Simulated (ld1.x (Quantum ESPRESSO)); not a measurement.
## What the settings do to the TM potential of In

Base potential:

```json
{"Element": "indium", "Generator": "ld1.x (Quantum ESPRESSO) 7.5", "Type": "norm-conserving Troullier–Martins (Kleinman–Bylander form)", "Functional": "PBE", "Relativity": "scalar-relativistic", "Frozen core": "[Kr]", "Valence charge": "13", "Reference configuration": "4d10 5s2 5p0 (charge +1)", "Partial waves": "5s (bound): rc 2.20 bohr; 5p (bound, empty): rc 2.45 bohr; 4d (bound): rc 1.00 bohr", "Local potential": "all-electron potential smoothed inside 2.00 bohr (lloc = -1)", "Core correction": "none"}
```

Cutoffs, loose and tight: the cutoffs (Ry, on a coarse ladder) from which the occupation-weighted sum of valence levels, in a spherical-Bessel basis at the reference potential, stays within 10 and 1 mRy of its value at 400 Ry. They do not see the model core or the augmentation charge, which bear on the density cutoff. Test errors are all-electron minus pseudo excitation energies from the reference, over the configurations 4d10 5s2 5p1; 4d10 5s1 5p0; 4d10 5s0 5p0; 4d9 5s2 5p2; 4d9 5s2 5p1; 4d10 5s0 5p3; 4d9 5s0 5p0. A dash means not determined; rows that change the core or the reference have their own tests.

A true bound ghost makes a file unfit for plane-wave use even where its test errors are small: the radial tests pick states by their node count and pass the ghost by.

```csv
change,outcome,"cutoff, loose","cutoff, tight",bound ghosts,largest test error (meV)
base,generated,100 Ry,140 Ry,s,+101
reference 4d10 5s2 5p1,generated,100 Ry,140 Ry,s,+175
core correction a·sin(br)/r model core inside 0.60 bohr,generated,100 Ry,140 Ry,s,-149
wave 5s (bound): rc 2.20 bohr becomes 5s (bound): rc 1.50 bohr,generated,110 Ry,160 Ry,s,+697
local potential all-electron potential smoothed inside 2.88 bohr (lloc = -1),generated,100 Ry,140 Ry,none,-294
"type ultrasoft; waves now 5s (bound): rcut 1.90, rcutus 2.20 bohr; 5s channel at -0.55 Ry: rcut 1.90, rcutus 2.20 bohr; 5p (bound): rcut 2.15, rcutus 2.45 bohr; 5p channel at 0.35 Ry: rcut 2.15, rcutus 2.45 bohr; 4d (bound): rcut 0.85, rcutus 1.00 bohr; 4d channel at -1.35 Ry: rcut 0.85, rcutus 1.00 bohr; local potential all-electron potential smoothed inside 1.85 bohr (lloc = -1); augmentation PSQ, inside the norm-conserving radii",generated,110 Ry,200 Ry,none,+99
wave 5p (bound): rc 2.45 bohr becomes 5p (bound): rc 1.48 bohr,generated,100 Ry,140 Ry,"p, s",+145
"all radii scaled by about 1.14 (s 2.50, p 2.80, d 1.14 bohr); local potential all-electron potential smoothed inside 2.28 bohr (lloc = -1)",generated,90 Ry,140 Ry,none,-191
```
